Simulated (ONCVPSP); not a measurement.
## u(r) = r·R(r): atom against pseudo-atom (silver (Ag))

Columns: radius, all-electron u(r) and pseudo u(r) of the 4s shell (level -110.19 eV) of silver in the configuration [Ar] 3d10 4s2 4p6 4d9.5; PBE, scalar-relativistic, ONCV scheme, ONCVPSP 4.0.1.

```json
{"r (bohr)": "0.068", "all-electron": "0.3567", "pseudo": "0.0374"}
{"r (bohr)": "0.135", "all-electron": "0.2042", "pseudo": "0.0869"}
{"r (bohr)": "0.202", "all-electron": "-0.4012", "pseudo": "0.1588"}
{"r (bohr)": "0.270", "all-electron": "-0.6772", "pseudo": "0.2597"}
{"r (bohr)": "0.338", "all-electron": "-0.5508", "pseudo": "0.3881"}
{"r (bohr)": "0.405", "all-electron": "-0.2030", "pseudo": "0.5347"}
{"r (bohr)": "0.473", "all-electron": "0.2126", "pseudo": "0.6927"}
{"r (bohr)": "0.540", "all-electron": "0.5843", "pseudo": "0.8438"}
{"r (bohr)": "0.608", "all-electron": "0.8781", "pseudo": "0.9791"}
{"r (bohr)": "0.675", "all-electron": "1.0743", "pseudo": "1.0832"}
{"r (bohr)": "0.742", "all-electron": "1.1852", "pseudo": "1.1515"}
{"r (bohr)": "0.810", "all-electron": "1.2254", "pseudo": "1.1811"}
{"r (bohr)": "0.878", "all-electron": "1.2108", "pseudo": "1.1728"}
{"r (bohr)": "0.945", "all-electron": "1.1587", "pseudo": "1.1325"}
{"r (bohr)": "1.013", "all-electron": "1.0815", "pseudo": "1.0666"}
{"r (bohr)": "1.080", "all-electron": "0.9921", "pseudo": "0.9851"}
{"r (bohr)": "1.148", "all-electron": "0.8958", "pseudo": "0.8932"}
{"r (bohr)": "1.215", "all-electron": "0.8008", "pseudo": "0.8001"}
{"r (bohr)": "1.283", "all-electron": "0.7080", "pseudo": "0.7079"}
{"r (bohr)": "1.350", "all-electron": "0.6225", "pseudo": "0.6224"}
{"r (bohr)": "1.418", "all-electron": "0.5428", "pseudo": "0.5427"}
{"r (bohr)": "1.485", "all-electron": "0.4717", "pseudo": "0.4716"}
{"r (bohr)": "1.553", "all-electron": "0.4073", "pseudo": "0.4072"}
{"r (bohr)": "1.620", "all-electron": "0.3512", "pseudo": "0.3511"}
{"r (bohr)": "1.688", "all-electron": "0.3010", "pseudo": "0.3010"}
{"r (bohr)": "1.755", "all-electron": "0.2580", "pseudo": "0.2579"}
```

Task: How many radial nodes do the two functions have?

Result: The all-electron 4s function has n − l − 1 = 3 (the table is too coarse to show those close to the nucleus); the pseudo-wave has 0, since the states of the same l below it are removed with the core.

Task: At about which radius was the pseudo-wave matched?

Result: 1.35 bohr. The columns agree to 0.0005 from 1.28 bohr on; several derivatives are matched, so the curves merge somewhat inside the radius.

Task: Where does each function peak?

Result: Outermost all-electron maximum near 0.81 bohr, pseudo maximum near 0.81 bohr (to the table’s step).

Task: Is the pseudo-wave norm-conserving?

Result: Yes: the ONCV scheme keeps the norm inside the radius equal to the all-electron one, which fixes the energy derivative of the logarithmic derivative at the level.
